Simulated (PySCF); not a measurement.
Labels have come off several samples. The candidates:

A. SMILES ClC(Cl)[C@@H]1COC[Si@H](Cl)O1
B. `C/N=C\c1ccncc1`
C. `InChI=1S/C7H8N2/c1-4-7-6(2)9(3)5-8-7/h1,5H,2-3H3`

Spectrum 1. 13C{1H} NMR (computed): δ 164.7 (CH), 156.4 (CH), 145.1 (C), 126.9 (CH), 43.2 (CH3).

Spectrum 2. 13C{1H} NMR (computed): δ 85.6 (CH), 81.0 (CH), 71.2 (CH2), 66.7 (CH2).

Spectrum 3. 13C{1H} NMR (computed): δ 139.5 (C), 138.6 (CH), 128.0 (C), 87.0 (CH), 82.8 (C), 32.5 (CH3), 11.5 (CH3).

One conformer, fast rotation and ring inversion assumed for equivalent nuclei, relativity neglected, isolated molecule. PBE0/pcSseg-1 with gauge-including orbitals; GFN2-xTB geometry; PySCF 2.14.0 with density-fitted response routines.

Referencing at the same level of theory: 13C vs TMS. Shifts are as computed. Against solution values, carbons near 30 ppm lie about +3 ppm off and those near 130 ppm about +5 ppm; carbons on Cl a further +6 ppm. Of 1211 compounds with measured shifts, 218 miss one by over three times the rms of a fit or turn the order of signals round; such compounds aren't used in these exercises. Carbons bonded to Cl come out too deshielded.

Which spectrum belongs to which compound?

Results:

1–B, 2–A, 3–C.

- Spectrum 1 (B): 5 13C signals; δC 156.4 is an aromatic CH next to a ring nitrogen; δC 126.9 is an aromatic CH.
- Spectrum 2 (A): 4 13C signals; δC 85.6 is an sp3 CH bonded to 2 Cl; δC 81.0 is an sp3 CH bonded to O.
- Spectrum 3 (C): 7 13C signals; δC 87.0 is a terminal alkyne carbon; δC 82.8 is an alkyne carbon.
